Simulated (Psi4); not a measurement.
C2H6N (SMILES C=[NH+]C), charge +1, singlet, geometry from GFN2-xTB; CCSD(T)/STO-3G (Psi4 1.11).

The Psi4 input:
```
memory 2 GB

molecule {
1 1
  C     1.19670548    0.19800153   -0.25514348
  N     0.15620289   -0.25883000    0.29860321
  C    -1.19281822    0.05866004   -0.04418099
  H     1.11956830    0.90336850   -1.07597570
  H     2.18586447   -0.09844992    0.07041593
  H     0.24717746   -0.92434630    1.07269205
  H    -1.70467681    0.47811026    0.82533553
  H    -1.23680754    0.76725567   -0.86945039
  H    -1.72786969   -0.85409755   -0.31729306
}

set basis sto-3g

energy('ccsd(t)')
print_variables()
```

What does Psi4 print? Leave out banner, timings and long lists.


```
   => Loading Basis Set <=

    Name: STO-3G
    Role: ORBITAL
    Keyword: BASIS

         ---------------------------------------------------------
                                   SCF
               by Justin Turney, Rob Parrish, Andy Simmonett
                          and Daniel G. A. Smith
                              RHF Reference
         ---------------------------------------------------------

  ==> Geometry <==

    Molecular point group: c1
    Full point group: C1

    Geometry (in Angstrom), charge = 1, multiplicity = 1:

       Center              X                  Y                   Z               Mass
    ------------   -----------------  -----------------  -----------------  -----------------
         C            1.171541239974     0.204142479695    -0.261792530859    12.000000000000
         N            0.131038649974    -0.252689050305     0.291954159141    14.003074004430
         C           -1.217982460026     0.064800989695    -0.050830040859    12.000000000000
         H            1.094404059974     0.909509449695    -1.082624750859     1.007825032230
         H            2.160700229974    -0.092308970305     0.063766879141     1.007825032230
         H            0.222013219974    -0.918205350305     1.066042999141     1.007825032230
         H           -1.729841050026     0.484251209695     0.818686479141     1.007825032230
         H           -1.261971780026     0.773396619695    -0.876099440859     1.007825032230
         H           -1.753033930026    -0.847956600305    -0.323942110859     1.007825032230

  Running in c1 symmetry.

  Rotational constants: A =      1.63087  B =      0.33688  C =      0.29434 [cm^-1]
  Rotational constants: A =  48892.27758  B =  10099.28890  C =   8824.09657 [MHz]
  Nuclear repulsion =   79.938884669587054

  Charge       = 1
  Multiplicity = 1
  Electrons    = 24
  Nalpha       = 12
  Nbeta        = 12

  ==> Algorithm <==

  SCF Algorithm Type is PK.
  DIIS enabled.
  MOM disabled.
  Fractional occupation disabled.
  Guess Type is SAD.
  Energy threshold   = 1.00e-08
  Density threshold  = 1.00e-08
  Integral threshold = 1.00e-12

  ==> Primary Basis <==

  Basis Set: STO-3G
    Blend: STO-3G
    Number of shells: 15
    Number of basis functions: 21
    Number of Cartesian functions: 21
    Spherical Harmonics?: true
    Max angular momentum: 1

  ==> Integral Setup <==

  Using in-core PK algorithm.
   Calculation information:
      Number of atoms:                   9
      Number of AO shells:              15
      Number of primitives:             45
      Number of atomic orbitals:        21
      Number of basis functions:        21

      Integral cutoff                 1.00e-12
      Number of threads:                 1

  Performing in-core PK
  Using 53592 doubles for integral storage.
  We computed 7138 shell quartets total.
  Whereas there are 7260 unique shell quartets.

  ==> DiskJK: Disk-Based J/K Matrices <==

    J tasked:                  Yes
    K tasked:                  Yes
    wK tasked:                  No
    Schwarz Cutoff:          1E-12

  Minimum eigenvalue in the overlap matrix is 1.9919673914E-01.
  Reciprocal condition number of the overlap matrix is 8.2122385845E-02.
    Using symmetric orthogonalization.

  ==> Pre-Iterations <==

  SCF Guess: Superposition of Atomic Densities via on-the-fly atomic UHF (no occupation information).

   -------------------------
    Irrep   Nso     Nmo
   -------------------------
     A         21      21
   -------------------------
    Total      21      21
   -------------------------

  ==> Iterations <==

                        Total Energy        Delta E     RMS |[F,P]|

   @RHF iter SAD:  -129.68507799395445   -1.29685e+02   0.00000e+00
   @RHF iter   1:  -131.77815866853436   -2.09308e+00   1.21934e-02 ADIIS/DIIS
   @RHF iter   2:  -131.82204973414184   -4.38911e-02   2.19205e-03 ADIIS/DIIS
   @RHF iter   3:  -131.82333620053487   -1.28647e-03   7.09582e-04 ADIIS/DIIS
[...]
  @RHF Final Energy:  -131.82352029445877
    Total Energy =                       -131.8235202944587741
[...]
     3        -0.218605128717712    9.369e-03    0.013102    0.063002    0.063002    0.201580
     4        -0.218822933232492    3.274e-03    0.013536    0.065111    0.065111    0.205971
     5        -0.218788644854190    6.347e-04    0.013589    0.065377    0.065377    0.206488
     6        -0.218770750699963    1.614e-04    0.013594    0.065403    0.065403    0.206519
     7        -0.218768608992112    4.745e-05    0.013594    0.065406    0.065406    0.206534
     8        -0.218768814932930    1.103e-05    0.013595    0.065408    0.065408    0.206537
     9        -0.218768669155241    3.226e-06    0.013595    0.065409    0.065409    0.206536
    10        -0.218768600750459    1.344e-06    0.013595    0.065409    0.065409    0.206536
    11        -0.218768612988780    3.720e-07    0.013595    0.065409    0.065409    0.206536
    12        -0.218768636174817    1.151e-07    0.013595    0.065409    0.065409    0.206536
    13        -0.218768641943502    2.891e-08    0.013595    0.065409    0.065409    0.206536

    Iterations converged.

    Largest TIA Amplitudes:
             11   0         0.0550075775
              8   0         0.0352755885
              9   7         0.0069064795
              6   8         0.0036444351
              7   8         0.0030670736
              6   4         0.0026769883
              4   2        -0.0026427742
             11   5         0.0025050047
              5   3        -0.0024844634
              6   2         0.0024493221

    Largest TIjAb Amplitudes:
     11  11   0   0        -0.1178553639
      8  11   0   0        -0.0830499629
     11   8   0   0        -0.0830499629
      8   8   0   0        -0.0662184491
     10  10   4   4        -0.0547560973
     11  11   5   5        -0.0392902200
      8  11   5   5         0.0337497937
     11   8   5   5         0.0337497937
      8   8   5   5        -0.0335930213
      9   9   7   7        -0.0320242923

    SCF energy       (wfn)                    = -131.823520294458774
    Reference energy (file100)                = -131.823520294458802

    Opposite-spin MP2 correlation energy      =   -0.147212801811056
    Same-spin MP2 correlation energy          =   -0.023703902245866
    Singles MP2 correlation energy            =   -0.000000000000000
    MP2 correlation energy                    =   -0.170916704056922
      * MP2 total energy                      = -131.994436998515738

    Opposite-spin CCSD correlation energy     =   -0.199880186559281
    Same-spin CCSD correlation energy         =   -0.018888455384221
    Singles CCSD correlation energy           =    0.000000000000000
    CCSD correlation energy                   =   -0.218768641943502
      * CCSD total energy                     = -132.042288936402315

            **************************
            *                        *
            *        CCTRIPLES       *
            *                        *
            **************************

    Wave function   =    CCSD_T
    Reference wfn   =      RHF

    Nuclear Rep. energy (wfn)                =   79.938884669587054
    SCF energy          (wfn)                = -131.823520294458774
    Reference energy    (file100)            = -131.823520294458802
    CCSD energy         (file100)            =   -0.218768641943502
    Total CCSD energy   (file100)            = -132.042288936402315

    Number of ijk index combinations:              364
    Approx. words needed per explicit thread:            2916
    Number of threads for explicit ijk threading:    1

    MKL num_threads set to 1 for explicit threading.

    (T) energy                                =   -0.002637592091683
      * CCSD(T) total energy                  = -132.044926528493988

  Variable Map:
  ----------------------------------------------------------------------------
[...]
  Array Variable Map:
  ----------------------------------------------------------------------------
[...]
[...]
```
